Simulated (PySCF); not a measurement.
Computed shifts of a molecule C3H4ClF, PBE/pcSseg-1 in PySCF, GIAO, gas phase, atoms alike by connectivity averaged where their shifts nearly agree, in ppm (number of nuclei): ¹³C: 155.1 (1), 132.1 (1), 20.9 (1). ¹⁹F: -142.6 (1). ¹H: 7.22 (1), 2.28 (3). References: ¹³C against TMS (σ = 182.0 ppm); ³⁵Cl against HCl (σ = 936.5 ppm); ¹⁹F against CFCl3 (σ = 133.6 ppm); ¹H against TMS (σ = 31.49 ppm), references at their B3LYP-D3(BJ)/def2-TZVP geometries, non-relativistic (without spin–orbit terms, shifts of atoms bonded to Cl or Br come out too high). Geometry: PBE0-D3(BJ)/def2-SVP. The values are those of a single conformer.

Q: Identify the compound among the candidates.
A) C/C(F)=C\Cl
B) F[C@@H]1C[C@H]1Cl
C) C/C(Cl)=C\F
D) FC1(Cl)CC1

A: C, C/C(Cl)=C\F
